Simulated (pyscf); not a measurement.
`[C]1=[N][CH2]1`, doublet

Gas-phase minimum from PySCF at ωB97X-D3(BJ)/def2-SVP, one conformer. cyclic C₂H₂N (SMILES [C]1=NC1) [doublet] lies 50.1 kcal/mol over its isomer •H₂C–C≡N, and others may lie lower still (electronic energy, ωB97M-D3(BJ)). 

```xyz
5

C      0.9202     0.8214     0.4785
N      1.0999     1.2152    -0.6605
C      0.0220     0.0843    -0.4693
H     -1.0246     0.3866    -0.5852
H      0.2976    -0.9143    -0.8255
```
Charge 0, spin multiplicity 2.

Bond lengths (Å): C1–N2 1.218, C1–C3 1.499, N2–C3 1.574, C3–H4 1.096, C3–H5 1.096. Angles (°): N2–C1–C3 69.9, C1–N2–C3 63.5, C1–C3–N2 46.6, C1–C3–H4 120.2, C1–C3–H5 120.2, N2–C3–H4 116.3, N2–C3–H5 116.3, H4–C3–H5 117.2.

Properties at ωB97X-D3(BJ)/def2-SVP:

| Item | Result |
|---|---|
| Harmonic wavenumbers, unscaled | 526, 700, 961, 996, 1076, 1482, 1955, 3150, 3269 cm⁻¹ |
| Zero-point energy | 20.2 kcal/mol |
| Rotational symmetry number | 1 |
| Entropy of this conformer at 298 K and 1 atm, rigid rotor and harmonic oscillator, modes under 100 cm⁻¹ raised to 100 | 251.3 J/(mol K) |
| Dipole moment | 1.94 D |
| Spin expectation value S2 | 0.759 |

Single-point totals, which compare only within one level (frozen core for MP2 and CC):

```tsv
level	total energy (hartree)
ωB97X-D3(BJ)/def2-TZVP	-132.10918
PBE/def2-TZVP	-131.90031
r²SCAN/def2-TZVP	-131.98601
B3LYP-D3(BJ)/def2-TZVP	-132.06779
PBE0-D3(BJ)/def2-TZVP	-131.90441
M06-2X/def2-TZVP	-132.00599
ωB97M-D3(BJ)/def2-TZVP	-132.10186
UHF/def2-TZVPP	-131.25915
MP2/def2-TZVPP	-131.74133
CCSD/def2-TZVPP	-131.75872
CCSD(T)/def2-TZVPP	-131.78492
```

The CCSD(T) − MP2 part came from Ansatz, without density fitting, on the same reference.
